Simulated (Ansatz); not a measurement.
`[OH][Ga]([F])[Br]` + H₂O → `[OH][Ga]([OH])[Br]` + H–F at 400 K and 1 bar (formal hydrolysis of a Ga–F bond).

Gas-phase electronic energies from Ansatz, PBE0-D4/def2-TZVP geometries. CCSD(T)/CBS adds triple-zeta CCSD(T) − MP2 to the extrapolated MP2 energy (def2 sets, frozen cores). This one scheme is used for every species. For Br, Ga outer-core shells are correlated without core-valence functions, which leaves a few kJ/mol of doubt a bond. Scalar relativity is left out up to krypton. Each species was taken in one conformer, which may not be the lowest.

```json
{"species": "`[OH][Ga]([F])[Br]`", "CCSD(T)/CBS energy (Eh)": "-4672.95707", "H − E (kJ/mol)": "70.0", "S (J/(mol·K))": "360.0"}
{"species": "H₂O", "CCSD(T)/CBS energy (Eh)": "-76.37941", "H − E (kJ/mol)": "69.8", "S (J/(mol·K))": "198.6"}
{"species": "`[OH][Ga]([OH])[Br]`", "CCSD(T)/CBS energy (Eh)": "-4648.93401", "H − E (kJ/mol)": "102.5", "S (J/(mol·K))": "369.0"}
{"species": "H–F", "CCSD(T)/CBS energy (Eh)": "-100.39570", "H − E (kJ/mol)": "36.5", "S (J/(mol·K))": "182.2"}
```

H − E and S are ideal-gas, rigid-rotor, harmonic terms from PBE0-D4/def2-TZVP, for one conformer and one mirror image of each species. 1 Eh = 2625.50 kJ/mol, R = 8.31446 J/(mol·K).

Problem. By hand: ΔE, ΔH, ΔS and ΔG.

Solution. ΔE = (-4648.93401) + (-100.39570) − (-4672.95707) − (-76.37941) = 0.00677 Eh = 17.8 kJ/mol. Δ(H − E) = 102.5 + 36.5 − 70.0 − 69.8 = -0.8, so ΔH = 17.0 kJ/mol. ΔS = 369.0 + 182.2 − 360.0 − 198.6 = -7.4 J/(mol·K). ΔG = 17.0 − 400 × (-7.4)/1000 = 20.0 kJ/mol.

Problem. By hand: the equilibrium constant, and the temperature at which ΔG would vanish if ΔH and ΔS stayed fixed.

Solution. log₁₀ K = −ΔG/(RT ln 10) = -2.6. ΔH and −TΔS have one sign here, so there is no such temperature.

The number of gas molecules stays the same, so ΔS is small and ΔH decides. A doubt of 5 kJ/mol in ΔE shifts log₁₀ K by 0.7 here. Other conformers and mirror images would add mixing entropy, several J/(mol·K) or more a flexible species. These are equilibria of isolated gas molecules and say nothing of rates. Largest T1 diagnostic: 0.012 (customary marks: 0.02 for closed shells, 0.045 for open ones).

ΔS is within the doubt of such terms, so its sign, and with it that verdict, could turn.
